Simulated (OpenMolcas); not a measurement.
Nd2+ among 6 point charges of -0.25 e arranged as a trigonal prism (D3h), 2.79 Å from the ion, with a polar angle of 54.0° against the regular 49.1°.

- Program: OpenMolcas
- Method: CASSCF
- Basis: ANO-RCC-VDZP [7s6p4d2f1g]
- Scalar Hamiltonian: DKH2, point nucleus
- Active space: 4 electrons in 7 orbitals (4f)
- State averaging: 2S+1 = 5 even, 35 roots (33 in the spin-orbit step); 2S+1 = 3 even, 126 roots kept (CI in the orbitals of an earlier block, 106 in the spin-orbit step); 2S+1 = 1 even, 96 roots kept (CI in the orbitals of an earlier block, 31 in the spin-orbit step)
- Spin-orbit coupling: state interaction with AMFI integrals over the reference wave functions

(1) What is the spin-free ground state (labels of D3, the rotations of D3h)?

(2) Where is the first state of the same spin?

(3) What are the lowest two levels with spin-orbit coupling?

(4) What is χT at 300 K, and how does it compare with the textbook value?

Results:

(1) 5A1, 1-fold in its orbital part, 100 % from free-ion I terms; it has the highest spin that f4 allows.

(2) 5E at 4.36 cm-1 above the ground state.

(3) A 1-fold level A1, then a 2-fold level E 5.8 cm-1 above it. Their leading multiplicities are 5 (98 %) and 5 (98 %).

(4) Hund's rules give f4 the level 5I4 with g = 0.600, so an isolated free-ion multiplet has χT = g² J(J+1) / 8 = 0.900 cm3 K/mol. The computed 1.038 at 300 K differs by +15 %, through the field's splitting, the mixing of terms and any other multiplet in reach.

High states are left out of the spin-orbit mixing, which shifts the levels that they would mix with. This is an electrostatic model: the charges have no orbitals. An unlabelled pair can be two single states that coincide in this model. A group larger than the point group allows holds several states that coincide in this model. The first state left out of the spin-orbit step lies near 34000 cm-1 above the lowest spin-free state of the reference (among the parities and spins computed), and the lists stop at four fifths of that energy or lower. No measured value stands beside these numbers.
